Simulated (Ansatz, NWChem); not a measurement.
## SiBrCl3 (bromotrichlorosilane): a line through the functionals

SiBrCl3: 5 atoms, total charge 0, spin state singlet. As SMILES, `Cl[Si](Cl)(Cl)Br`. The shape is that of a PBE0-D4/def2-TZVP optimisation.

The HOMO–LUMO gap y, in eV, basis cc-pVDZ; a is the functional's share of exact exchange. Programs: Ansatz 0.2.0, NWChem 7.3.0.

| functional | program | a | y (eV) |
| --- | --- | --- | --- |
| TPSS | NWChem | 0 | 6.16 |
| revPBE | Ansatz | 0 | 5.90 |
| B3LYP | Ansatz | 0.2 | ? |
| PBE0 | Ansatz | 0.25 | 8.15 |
| r2SCAN0 | Ansatz | 0.25 | 8.57 |
| BHLYP | Ansatz | 0.5 | 10.40 |

Problem. Fit y = c + s·a to the known rows and predict B3LYP.

Solution. 
1. Means of the 5 rows: a = 0.2000, y = 7.836.
2. Σ(Δa)² = 0.175, Σ(Δa·Δy) = 1.544, so the slope is 1.544/0.175 = 8.8229.
3. Intercept: 7.836 − (8.8229) × 0.2000 = 6.071. The largest residual of the fit is 0.29.
4. B3LYP: 6.071 + (8.8229) × 0.2 = 7.84 eV.

The run gave 7.60 eV, so the prediction is off by +0.24 eV, within the scatter of the fit. Exact exchange lowers occupied levels and raises empty ones. The rows mix families of semi-local functionals, which the line can't see.
